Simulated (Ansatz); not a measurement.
An input meant for TiBrF3 (charge 0, singlet).

```yaml
crystal:
  periodic: [true, true, true]
  atoms:
    - {symbol: Ti, position_ang: [-0.000448, 0.000951, -0.114267]}
    - {symbol: Br, position_ang: [0.008974, -0.018595, 2.217239]}
    - {symbol: F, position_ang: [1.614225, 0.009824, -0.707551]}
    - {symbol: F, position_ang: [-0.814747, 1.404282, -0.685932]}
    - {symbol: F, position_ang: [-0.808004, -1.396472, -0.709488]}
basis:
  gaussian: {orbitals: x2c-TZVPPall, final_grid: {core_spheres: 5, valence_spheres: 4, degree: 11}}
hamiltonian: {xc: {name: LC-wPBE}}
scf: {omitted_lower_state_checks: [starts]}
output: {forces: true}
```

```sh
$ ansatz run in.yaml --threads 4 --pin off --events-out ev --progress --plain --max-ram 3916MiB
```

Shortened log:

```
Error: YAML parse error: error: line 2 column 3: crystal: missing field `lattice` (a structure is typed as `lattice` and `atoms`, a molecule's as `atoms` in Å alone, or read from a run's directory, `checkpoint`)
 --> <input>:2:3
1 | crystal:
2 |   periodic: [true, true, true]
3 |   atoms:
4 |     - {symbol: Ti, position_ang: [-0.000448, 0.000951, -0.114267]}
```

**Question.** Something in this input is off. What?

**Answer.** The species is marked periodic without a cell. The program refused the input.
